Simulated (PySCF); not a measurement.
OTi, SMILES [Ti]=[O] (connectivity only; charge and spin as stated), neutral, multiplicity 3.

Geometry: PBE0-D3(BJ)/def2-TZVPD. The spin state was assumed, not searched.

Level of theory: PBE/def2-TZVPD in PySCF.

Gas-phase values at a fixed geometry.

```json
{
  "total_energy": "-924.41583 hartree",
  "point_group": "C∞v",
  "α spin, highest occupied and lowest empty level": "-4.15 and -3.30 eV",
  "β spin, highest occupied and lowest empty level": "-7.64 and -2.83 eV",
  "dipole_moment": "3.18 D",
  "mean_static_polarisability": "87.6 bohr³ (12.98 Å³)",
  "polarisability_principal_values": "77.0, 92.9, 92.9 bohr³",
  "⟨S²⟩": "2.011 (pure state 2.00)"
}
```
